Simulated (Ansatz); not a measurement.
A nudged elastic band was laid between two geometries of C$_{2}$H$_{5}$BS (9 atoms, charge 0, multiplicity 1).

The calculation used Ansatz 0.2.0, RKS B3LYP-D4/def2-SVP.

```json
{
 "movable images": "7",
 "climbing image": "yes",
 "spring": "5.0 eV/Å²",
 "optimiser": "quadratic models (default)",
 "start path": "through a guess of the saddle point",
 "force threshold": "0.05 eV/Å",
 "iteration limit": "60",
 "end points": "relaxed"
}
```

First end point:

```xyz
9
Properties=species:S:1:pos:R:3
C -1.090 0.387 -0.401
B -0.007 -0.484 0.328
C 1.470 -0.054 0.474
S 2.200 -0.667 -0.856
H -0.688 1.225 -0.987
H -1.743 0.807 0.390
H -1.749 -0.224 -1.038
H -0.316 -1.547 0.823
H 2.011 0.511 1.250
```

Last end point:

```xyz
9
Properties=species:S:1:pos:R:3
C -1.176 0.259 -0.253
B 0.390 0.399 -0.286
C 1.298 -0.402 0.681
S 1.665 -1.829 -0.029
H -1.698 0.944 -0.936
H -1.581 0.386 0.767
H -1.430 -0.777 -0.547
H 0.949 1.104 -1.097
H 1.673 -0.130 1.682
```

Problem. What changes between the two ends?

Solution. No bond is made or broken. The dihedral C1–B2–C3–S4 goes from -90 to 89°.

Problem. What energy profile does the band end with?

Solution. The run converged. The highest image is number 6 of 0 to 8, 0.183 eV above the first end and 0.152 eV above the last; the last end lies 0.031 eV above the first. The profile has 2 maxima (images 2, 6) with wells between them (image 3): this band takes more than one step, which may be the mechanism or a detour left from its start path. A vibrational analysis at the climbing image gives one clearly imaginary mode, 86i cm⁻¹: a first-order saddle point.

| image | path coordinate (Å) | energy (eV) | dihedral C1–B2–C3–S4 (°) |
| --- | --- | --- | --- |
| 0 | 0.00 | 0.000 | -90 |
| 1 | 0.89 | 0.022 | -90 |
| 2 | 1.78 | 0.028 | -90 |
| 3 | 2.66 | 0.008 | -87 |
| 4 | 3.55 | 0.044 | -111 |
| 5 | 4.44 | 0.135 | -144 |
| 6 | 5.33 | 0.183 | 176 |
| 7 | 6.46 | 0.111 | 127 |
| 8 | 7.59 | 0.031 | 89 |

Problem. What is the geometry of the highest image?

Solution. 
```xyz
9
Properties=species:S:1:pos:R:3:forces:R:3
C -1.214 0.330 -0.153 0.00 0.00 0.00
B 0.234 -0.132 -0.504 0.00 0.00 0.00
C 1.368 -0.231 0.591 0.00 0.01 0.00
S 2.867 -0.801 0.284 0.00 0.00 0.00
H -1.691 0.911 -0.960 0.00 0.00 0.00
H -1.323 0.859 0.807 0.00 0.00 0.00
H -1.813 -0.603 -0.079 0.00 0.00 0.00
H 0.517 -0.479 -1.626 0.00 0.00 0.00
H 1.144 0.099 1.622 0.00 0.00 0.00
```

The band took 36 iterations and of the order of 9 core-minutes.

Time of the run: 9.2 min on 1 CPU thread of a shared host.
